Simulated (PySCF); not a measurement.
Correlation energy of Se⁺ (selenium, charge +1)

Starting occupation: [Ar] 3d10 4s2 4p2 4d1, 4p3/2 with m_j = +1/2, +3/2, 4d5/2 with m_j = +5/2. Calculation: PySCF 2.14, in x2c-TZVPall-2c with one added diffuse shell each of s, p, d type (7s8p5d1f, 63 functions); X2C-1e with screened-nucleus spin-orbit coupling, Gaussian nucleus. Frozen: [Ne]; 23 electrons correlated.

MP2 pair energies summed by pair of shells (mhartree):

| pair | energy | share (%) |
| --- | --- | --- |
| 3d-3d | -91.12 | 28.0 |
| 3d-3p | -76.99 | 23.6 |
| 4p-4s | -33.35 | 10.2 |
| 3p-3p | -25.79 | 7.9 |
| 3d-3s | -18.04 | 5.5 |
| 3d-4s | -15.74 | 4.8 |
| 4s-4s | -15.65 | 4.8 |
| 3d-4p | -11.14 | 3.4 |
| 3p-3s | -10.98 | 3.4 |
| 4d-4s | -7.36 | 2.3 |
| 4p-4p | -4.69 | 1.4 |
| 3p-4s | -4.15 | 1.3 |
| 4d-4p | -3.56 | 1.1 |
| 3p-4p | -2.71 | 0.8 |
| 3d-4d | -1.50 | 0.5 |
| 3s-3s | -1.34 | 0.4 |
| 3s-4s | -0.65 | 0.2 |
| 3s-4p | -0.53 | 0.2 |
| 3p-4d | -0.29 | 0.1 |
| 3s-4d | -0.06 | 0.0 |

Total MP2 correlation energy: -325.65 mhartree.

The GHF reference relaxed away from the jj start to a determinant that is no pure jj level (⟨S²⟩ = 3.71, ⟨J²⟩ = 24.76); the energies belong to that determinant.

This basis was not built for core-valence correlation, so the inner-shell part is incomplete.
